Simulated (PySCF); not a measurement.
# Radial density of Ga (gallium, neutral)

UHF, [Ar] 3d10 4s2 4p1, 2P determinant. Computed with PySCF 2.14 in def2-SVP, with the non-relativistic Hamiltonian (point nucleus).

```tsv
r (bohr)	4πr²ρ (e/bohr)	4πr²(ρα − ρβ)
0.000909	0.1963	0.0000
0.00153	0.5422	0.0000
0.00257	1.448	0.0000
0.00432	3.656	0.0000
0.00727	8.642	-0.0001
0.0122	17.97	-0.0001
0.0206	30.61	0.0000
0.0346	37.61	0.0013
0.0582	31.99	0.0055
0.0979	33.77	0.0112
0.165	43.43	0.0031
0.277	24.85	-0.0113
0.466	25.19	0.0074
0.784	19.19	-0.0086
1.32	4.362	0.0804
2.22	1.510	0.3100
3.73	0.5106	0.2346
6.27	0.04997	0.0403
10.6	2.749e-05	0.0000
```

Task: Where is the radial spin density 4πr²(ρα − ρβ) most negative, and why is it negative at all?

Result: Around r = 0.277 bohr, down to -0.0113 e/bohr: exchange with the open shell polarises the paired shells in an unrestricted calculation.
